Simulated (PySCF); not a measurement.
PySCF input file for Ge(F)(SiH3) (FGeH3Si), SMILES [F][Ge][SiH3] (connectivity only; charge and spin as stated), neutral, multiplicity 1, PBE0/pcSseg-2. Coordinates come from a r2SCAN-D4/def2-TZVP optimisation.

```python
import numpy as np
from pyscf import gto, scf, dft
from pyscf.prop.nmr import rks as nmr

mol = gto.M(
    atom='''
    Ge    0.42921542   -0.67553261   -0.00000000
    F    -1.28459103   -1.10024050    0.00000000
    Si   -0.10188492    1.76461031    0.00000000
    H    -0.91966072    2.07957950    1.20619483
    H    -0.91966072    2.07957950   -1.20619483
    H     1.09213615    2.65550462    0.00000000
    ''',
    basis='pcSseg-2',
    charge=0,
    spin=0,
    max_memory=1600,
    verbose=3,
)
mf = dft.RKS(mol, xc='pbe0').density_fit(auxbasis='def2-universal-jkfit')
mf.grids.level = 3
mf.conv_tol = 1e-10
mf.max_cycle = 100
mf.kernel()
n = nmr.NMR(mf)
n.verbose = 2
n.max_cycle_cphf = 60
sigma = n.kernel()
print('atom   isotropic/ppm   span/ppm')
for i, s in enumerate(sigma):
    w = np.linalg.eigvalsh((s + s.T) / 2)
    print(f'{mol.atom_symbol(i):2s}{i + 1:3d} {w.mean():14.3f} {w[2] - w[0]:11.3f}')
```

Program output:

```
converged SCF energy = -2467.76342577876
atom   isotropic/ppm   span/ppm
Ge  1       -406.926    4933.186
F   2        -26.120    1133.092
Si  3        441.848      46.506
H   4         28.267       6.975
H   5         28.267       6.975
H   6         27.800       6.242
```

The run converged.
